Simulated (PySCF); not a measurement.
## Curvature of the energy in the electron number along the 3d series

Calculated with PySCF 2.14, in aug-pcseg-2, non-relativistic: one orbital is emptied in steps, and each cell gives the departure of E from the straight line at half an electron, in eV (from a cubic fit). The exact functional gives zero.

```
species   orbital    LDA    PBE  r2SCAN   PBE0  BHandHLYP  LC-wPBE   UHF
     Ti   4s beta  -0.66  -0.63   -0.50  -0.45      -0.35     0.03  0.04
     Cr  4s alpha  -0.74  -0.74   -0.66  -0.53      -0.34     0.02  0.03
     Mn   4s beta  -0.73  -0.69   -0.53  -0.49      -0.40     0.02  0.04
     Zn   4s beta  -0.92  -0.91   -0.77  -0.64      -0.44    -0.01  0.07
```

Problem. Estimate the missing row, Cu.

Solution. The calculation gives LDA -0.86; PBE -0.85; r2SCAN -0.74; PBE0 -0.60; BHandHLYP -0.42; LC-wPBE -0.01; UHF 0.02.

Problem. How does the mean departure depend on the functional?

Solution. LDA -0.78 eV; PBE -0.76 eV; r2SCAN -0.64 eV; PBE0 -0.54 eV; BHandHLYP -0.39 eV; LC-wPBE 0.01 eV; UHF 0.04 eV. Semilocal functionals are convex (delocalisation error), Hartree-Fock is concave or straight, and exact exchange removes curvature roughly in proportion to its share, so among the functionals the range-separated hybrids usually come closest to zero.
